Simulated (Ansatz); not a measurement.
CH₄Cl₂Ge, SMILES `[CH3][GeH]([Cl])[Cl]`, 8 atoms. Total charge 0; spin multiplicity 1. Correlated methods include outer-core shells of Ge, which these sets cover unevenly. Scalar relativity is left out up to krypton. All runs use 4 threads of a server CPU on a shared host. Correlated methods freeze the cores.

How many basis functions does each run have, and how long does it take in Ansatz? RKS ωB97X-V/def2-TZVPP energy; RKS ωB97M-V/def2-QZVPP energy; RKS PBE0-D4/def2-SVP energy; RHF-MP2/def2-QZVPP energy; RKS BLYP-D4/def2-TZVPP energy; RHF-CCSD(T)/def2-SVP energy; RKS PBE0-D4/def2-TZVPP energy; RKS PBE-D4/def2-TZVPP energy and forces; direct RPA on PBE orbitals/def2-TZVPP energy; RKS PBE0-D4/def2-TZVP frequencies; RKS ωB97M-V/def2-SVP energy; RHF-CCSD(T)/def2-TZVPP energy. (Estimate.)

Computed: Other jobs shared the machine, so times are rough.

| level | job | functions | wall time | peak host memory (GiB) |
| --- | --- | --- | --- | --- |
| RKS PBE0-D4/def2-SVP | energy | 102 | 1.4 s | 0.23 |
| RKS BLYP-D4/def2-TZVPP | energy | 219 | 1.9 s | 0.31 |
| RKS PBE-D4/def2-TZVPP | energy and forces | 219 | 2.2 s | 0.31 |
| RKS PBE0-D4/def2-TZVPP | energy | 219 | 3.1 s | 0.71 |
| RHF-CCSD(T)/def2-SVP | energy | 102 | 3.5 s | 0.4 |
| direct RPA on PBE orbitals/def2-TZVPP | energy | 219 | 4.2 s | 0.46 |
| RKS ωB97M-V/def2-SVP | energy | 102 | 4.5 s | 0.34 |
| RKS ωB97X-V/def2-TZVPP | energy | 219 | 7 s | 0.83 |
| RHF-MP2/def2-QZVPP | energy | 406 | 16 s | 2.1 |
| RKS ωB97M-V/def2-QZVPP | energy | 406 | 19 s | 1.9 |
| RKS PBE0-D4/def2-TZVP | frequencies | 177 | 100 s | 0.53 |
| RHF-CCSD(T)/def2-TZVPP | energy | 219 | 100 s | 3.2 |
